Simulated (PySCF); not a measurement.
Two species compared at the same levels of theory.

First species: C₆H₁₃N₃Si.
SMILES: `n1(ncc(n1)C)[Si](C)(C)C`

Second species: C3H13NOSi2.
SMILES: `CC(C)O[SiH2][SiH2]N`

Levels: PBE0/pcSseg-1 for dipole moment, HOMO energy, LUMO energy and HOMO–LUMO gap; GFN2-xTB for rotational constant A and rotational constant C. Geometries: GFN2-xTB. All species are isolated and taken at one optimised geometry, non-relativistic unless stated; the electronic structure was computed with PySCF and density fitting.

The conformers computed, where there is a choice (atom-mapped SMILES and torsion angles):
- `[CH3:1][c:2]1[cH:3][n:4][n:5]([Si:6]([CH3:7])([CH3:8])[CH3:9])[n:10]1`: N4–N5–Si6–C7 154°
- `[CH3:1][CH:2]([CH3:3])[O:4][SiH2:5][SiH2:6][NH2:7]`: C1–C2–O4–Si5 -57°, C2–O4–Si5–Si6 -169°, O4–Si5–Si6–N7 -175°, H–N7–Si6–Si5 176°, H–N7–Si6–Si5 -47°

Values for the first species:

```
Dipole moment         : 0.39 D
HOMO energy           : -7.23 eV
LUMO energy           : 0.11 eV
HOMO–LUMO gap         : 7.34 eV
Rotational constant A : 2.073 GHz
Rotational constant C : 0.654 GHz
```

Task: Estimate the same properties for the second species, and the change in each.

Result: 
```json
{"property": "dipole moment", "first": "0.39 D", "second": "1.07 D", "second less first": "+0.68 D"}
{"property": "HOMO energy", "first": "-7.23 eV", "second": "-7.13 eV", "second less first": "+0.10 eV"}
{"property": "LUMO energy", "first": "0.11 eV", "second": "-0.38 eV", "second less first": "-0.49 eV"}
{"property": "HOMO–LUMO gap", "first": "7.34 eV", "second": "6.75 eV", "second less first": "-0.59 eV"}
{"property": "rotational constant A", "first": "2.073 GHz", "second": "4.442 GHz", "second less first": "+2.369 GHz"}
{"property": "rotational constant C", "first": "0.654 GHz", "second": "0.650 GHz", "second less first": "-0.004 GHz"}
```

On the first: A dipole of 0.39 D is allowed in C1, and pure rotational transitions are dipole-allowed. The dipole equals about 1.3 × 10⁻³⁰ C·m (1 D = 3.33564 × 10⁻³⁰ C·m).

On the second: The dipole matches unit charges of opposite sign 0.22 Å apart (1 e·Å = 4.8032 D).
